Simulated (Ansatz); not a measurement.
Program: Ansatz. Geometries: PBE0-D4/def2-TZVP. ΔE: electronic, gas phase. CCSD(T)/CBS adds triple-zeta CCSD(T) − MP2 to the extrapolated MP2 energy (def2 sets, frozen cores). This one scheme is used for every species. Functionals use def2-TZVPP. For Ga outer-core shells are correlated without core-valence functions, which leaves a few kJ/mol of doubt a bond. Scalar relativity is left out up to krypton. Each species was taken in one conformer, which may not be the lowest.

`F[SiH2]N[SiH3]` + `[OH][GaH][F]` → `[F][GaH][O][SiH3]` + `N[SiH2]F`  (ligand exchange at the Si–N bond)

```csv
level,ΔE (kcal/mol),difference from CCSD(T)/CBS
PBE-D4,-10.7,1.6
BLYP-D4,-12.2,0.1
B97M-V,-12.9,-0.6
r2SCANh-D4,-12.6,-0.3
BHLYP-D4,-14.2,-1.9
B2PLYP,-13.2,-0.9
PBE,-11.0,1.3
BLYP,-12.8,-0.5
r2SCANh,-12.7,-0.4
CAM-B3LYP,-13.8,-1.5
CCSD(T)/def2-SVP,-12.1,0.2
HF/def2-TZVPP,-16.1,-3.8
CCSD/def2-TZVPP,-13.0,-0.7
CCSD(T)/def2-TZVPP,-12.5,-0.2
HF/CBS(def2),-16.2,-3.9
MP2/CBS(def2),-12.3,0.0
CCSD(T)/CBS,-12.3,0
```

Largest T1 diagnostic among the species: 0.015.

In def2-TZVPP, CCSD(T) changes the Hartree–Fock value by +3.6 kcal/mol (the triples alone add +0.5 kcal/mol) and MP2 by +3.6 kcal/mol. From PBE to PBE0 (25 % exact exchange), in def2-TZVPP and without D4, ΔE moves by −0.8 kcal/mol. Leaving LDA and LC-ωPBE aside and taking each functional with its dispersion term where it has one, the values, not all of them listed here, spread over 4.0 kcal/mol, from BHLYP-D4 to revPBE-D4.
